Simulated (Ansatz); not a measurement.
Relaxation of Zn3H12S3, a cluster cut from wurtzite ZnS (hydrogen-capped) with RKS PBE0-D4/def2-SVP.

```sh
$ ansatz run in.yaml --threads 4 --pin off --events-out ev --progress --plain --max-ram 4787MiB
```

```yaml
crystal:
  periodic: [false, false, false]
  atoms:
    - {symbol: S, position_ang: [-0.008150, -2.195050, 0.005660]}
    - {symbol: S, position_ang: [-1.893000, 1.099250, 0.001800]}
    - {symbol: S, position_ang: [1.901830, 1.095770, 0.009780]}
    - {symbol: Zn, position_ang: [-2.713820, -1.556980, -0.001830]}
    - {symbol: Zn, position_ang: [2.704160, -1.568180, 0.000820]}
    - {symbol: Zn, position_ang: [0.009630, 3.133130, -0.002610]}
    - {symbol: H, position_ang: [-0.002840, -3.097230, 0.957900]}
    - {symbol: H, position_ang: [-0.011590, -3.091970, -0.951540]}
    - {symbol: H, position_ang: [-3.023710, -1.737640, -1.503150]}
    - {symbol: H, position_ang: [-3.048200, -1.746050, 1.493800]}
    - {symbol: H, position_ang: [-2.672060, 1.539360, -0.957770]}
    - {symbol: H, position_ang: [-2.676810, 1.542280, 0.956380]}
    - {symbol: H, position_ang: [3.018390, -1.754400, -1.498910]}
    - {symbol: H, position_ang: [3.036060, -1.754740, 1.497210]}
    - {symbol: H, position_ang: [2.670170, 1.541320, -0.956680]}
    - {symbol: H, position_ang: [2.689660, 1.541930, 0.959960]}
    - {symbol: H, position_ang: [0.003910, 3.514920, 1.492790]}
    - {symbol: H, position_ang: [0.016360, 3.494290, -1.503610]}
basis:
  gaussian: {orbitals: def2-SVP}
hamiltonian: {xc: pbe0, dispersion: d4}
scf: {lower_state_search: "off"}
output: {orbitals: {seedname: orbitals}}
relax: {f_tol: 0.02, max_steps: 100}
```

Run time 26 s (4 threads of Arm Neoverse V2 on a shared host), peak host memory 0.79 GiB.

Positions (Å) and forces (eV/Å) at steps 1, 2, 4, 5 of 5:

```xyz
18
step=1 energy=-177895.8073 eV
S    -0.008   -2.195    0.006    0.006    1.485    0.007
S    -1.893    1.099    0.002    1.292   -0.733    0.009
S     1.902    1.096    0.010   -1.280   -0.736    0.005
Zn   -2.714   -1.557   -0.002   -0.300   -0.178    0.007
Zn    2.704   -1.568    0.001    0.304   -0.176    0.002
Zn    0.010    3.133   -0.003   -0.004    0.350   -0.002
H    -0.003   -3.097    0.958    0.001   -0.731    0.878
H    -0.012   -3.092   -0.952   -0.001   -0.724   -0.881
H    -3.024   -1.738   -1.503    0.121    0.070   -0.403
H    -3.048   -1.746    1.494    0.119    0.071    0.394
H    -2.672    1.539   -0.958   -0.632    0.361   -0.864
H    -2.677    1.542    0.956   -0.633    0.364    0.856
H     3.018   -1.754   -1.499   -0.124    0.071   -0.403
H     3.036   -1.755    1.497   -0.125    0.070    0.398
H     2.670    1.541   -0.957    0.620    0.357   -0.849
H     2.690    1.542    0.960    0.636    0.362    0.841
H     0.004    3.515    1.493   -0.003   -0.137    0.404
H     0.016    3.494   -1.504    0.001   -0.146   -0.398
18
step=2 energy=-177896.0536 eV
S    -0.003   -2.131    0.011    0.000    0.518   -0.001
S    -1.843    1.062    0.005    0.436   -0.245    0.012
S     1.843    1.061   -0.002   -0.441   -0.253    0.009
Zn   -2.761   -1.593   -0.003   -0.133   -0.063    0.001
Zn    2.756   -1.597   -0.004    0.121   -0.072    0.019
Zn    0.002    3.185    0.000    0.008    0.133   -0.019
H    -0.022   -3.044    0.986    0.005   -0.290    0.279
H     0.007   -3.033   -0.974   -0.006   -0.290   -0.283
H    -2.967   -1.712   -1.552    0.037    0.020   -0.009
H    -2.990   -1.719    1.543    0.042    0.016    0.006
H    -2.616    1.528   -0.980   -0.247    0.143   -0.280
H    -2.616    1.546    0.981   -0.245    0.135    0.268
H     2.964   -1.721   -1.553   -0.041    0.022   -0.007
H     2.979   -1.724    1.543   -0.031    0.022    0.002
H     2.637    1.507   -0.979    0.248    0.149   -0.275
H     2.624    1.517    0.982    0.251    0.137    0.274
H    -0.004    3.446    1.546    0.001   -0.047    0.008
H     0.009    3.422   -1.550   -0.006   -0.034   -0.005
18
step=4 energy=-177896.0863 eV
S    -0.004   -2.195    0.007    0.000    0.029   -0.001
S    -1.900    1.101    0.000    0.026   -0.011    0.003
S     1.904    1.094    0.005   -0.025   -0.014   -0.002
Zn   -2.810   -1.616   -0.002   -0.009   -0.003   -0.003
Zn    2.803   -1.627   -0.002    0.008   -0.003    0.002
Zn    0.006    3.241   -0.004    0.001    0.009    0.001
H    -0.007   -3.118    0.993    0.001   -0.008    0.006
H    -0.004   -3.115   -0.980   -0.002   -0.008   -0.006
H    -2.981   -1.715   -1.556    0.003   -0.001    0.006
H    -2.999   -1.722    1.549    0.005    0.002   -0.006
H    -2.694    1.563   -0.988   -0.008    0.002   -0.006
H    -2.697    1.564    0.985   -0.006    0.005    0.005
H     2.976   -1.730   -1.556   -0.005    0.002    0.007
H     2.990   -1.732    1.549   -0.003    0.001   -0.006
H     2.703    1.553   -0.981    0.007    0.005   -0.006
H     2.701    1.554    0.992    0.007    0.003    0.005
H     0.005    3.456    1.548   -0.001   -0.005   -0.007
H     0.009    3.443   -1.557   -0.001   -0.005    0.007
18
step=5 energy=-177896.0866 eV
S    -0.004   -2.185    0.006    0.000    0.002    0.000
S    -1.890    1.097    0.001    0.001   -0.001    0.000
S     1.895    1.089    0.003   -0.002   -0.001    0.000
Zn   -2.811   -1.616   -0.003    0.000   -0.001    0.000
Zn    2.805   -1.627   -0.001    0.000   -0.001    0.000
Zn    0.006    3.243   -0.004    0.000    0.001    0.000
H    -0.007   -3.107    0.992    0.000    0.001   -0.001
H    -0.006   -3.106   -0.981    0.000    0.000    0.001
H    -2.982   -1.717   -1.556    0.000    0.000    0.000
H    -2.997   -1.721    1.548    0.000    0.000    0.000
H    -2.686    1.557   -0.988    0.000    0.000    0.001
H    -2.690    1.561    0.985    0.000    0.000   -0.001
H     2.976   -1.729   -1.554    0.000    0.000    0.000
H     2.989   -1.732    1.550    0.000    0.000    0.000
H     2.695    1.549   -0.982    0.000    0.000    0.001
H     2.693    1.548    0.991    0.000    0.000   -0.001
H     0.005    3.454    1.548    0.000    0.000    0.000
H     0.008    3.443   -1.557    0.000    0.000    0.000
```
